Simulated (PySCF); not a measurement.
Compound: C4H9ClO2SSi.
Z-matrix (Å and degrees, PBE0-D3(BJ)/def2-SVP geometry), rows numbered from 1:
```
C 
C   1  1.3342
C   2  1.5006  1  125.06
Si  3  1.9237  2  108.44  1   111.27
C   3  1.5289  2  108.39  1  -121.76
S   5  1.7899  3  111.34  2   178.81
O   6  1.4470  5  109.45  3   -58.50
O   6  1.4495  5  109.71  3    77.37
Cl  6  2.0954  5   99.41  3  -170.76
H   1  1.0948  2  121.55  3     0.88
H   1  1.0926  2  121.20  3  -178.53
H   2  1.0984  1  118.98  3   179.12
H   3  1.1035  2  109.09  1    -4.11
H   4  1.4918  3  106.38  2   -46.47
H   4  1.4935  3  108.88  2    71.44
H   4  1.4888  3  111.43  2  -165.82
H   5  1.1006  3  113.24  2   -63.01
H   5  1.1001  3  111.80  2    61.09
```

Level: PBE0/pcSseg-1 in PySCF, non-relativistic, on one gas-phase PBE0-D3(BJ)/def2-SVP geometry that isn't relaxed in the solvent. The solvent is an IEF-PCM continuum (cavity from Bondi-type radii × 1.2). Specific hydrogen bonds and non-electrostatic terms are outside this model.

Gas phase at PBE0/pcSseg-1: HOMO -7.92 eV, LUMO -1.98 eV, dipole 4.02 D.

Problem. What does the continuum do to the energy, the frontier levels and the dipole at PBE0/pcSseg-1 in cyclohexane and chloroform?

Solution. 
| solvent | ε | E(solvent) − E(gas) (kcal/mol) | polarisation term (kcal/mol) | distortion of the solute (kcal/mol) | HOMO (eV) | LUMO (eV) | dipole (D) |
| --- | --- | --- | --- | --- | --- | --- | --- |
| cyclohexane | 2.017 | -2.85 | -3.01 | 0.16 | -7.74 | -1.98 | 4.43 |
| chloroform | 4.711 | -5.18 | -5.75 | 0.57 | -7.62 | -1.98 | 4.76 |

The polarisation term is half the interaction of the solute with the surface charges that it induces; the rest is the cost of distorting the solute's density. The sum is the electrostatic part of solvation alone. From cyclohexane to chloroform the lowering changes by a factor 1.82, Onsager's factor (ε − 1)/(2ε + 1) by 1.76 and ε itself by 2.3.

Problem. Which radius a makes the point-dipole formula ΔE = −[(ε − 1)/(2ε + 1)]·μ²/a³ give the value in chloroform, with the gas-phase dipole?

Solution. μ = 1.583 au and |ΔE| = 0.00826 Eh give a = 2.52 Å; the farthest nucleus lies 4.07 Å from the centroid of the nuclei, so such a sphere wouldn't even hold the nuclei. The formula assumes a rigid point dipole at the centre of a sphere.

Problem. Which IAO charges (PBE0/pcSseg-1) respond most in chloroform (means over atoms taken as equivalent)?

Solution. 
```tsv
atoms	environment	gas (e)	solvent (e)	change
O7	sulfonyl oxygen	-0.809	-0.825	-0.016
O8	sulfonyl oxygen	-0.806	-0.822	-0.016
H17	methylene hydrogen	+0.176	+0.188	+0.012
H18	methylene hydrogen	+0.181	+0.192	+0.011
H12	vinylic hydrogen	+0.141	+0.148	+0.007
C1	terminal =CH2 carbon	-0.307	-0.314	-0.007
H13	methine hydrogen	+0.159	+0.164	+0.005
H10	vinylic hydrogen	+0.147	+0.152	+0.005
H11	vinylic hydrogen	+0.157	+0.160	+0.003
H14/H15/H16	Si–H hydrogen	-0.101	-0.105	-0.004
S6	sulfonyl sulfur	+1.925	+1.928	+0.003
Si4	SiH3 silicon	+0.574	+0.576	+0.002
```
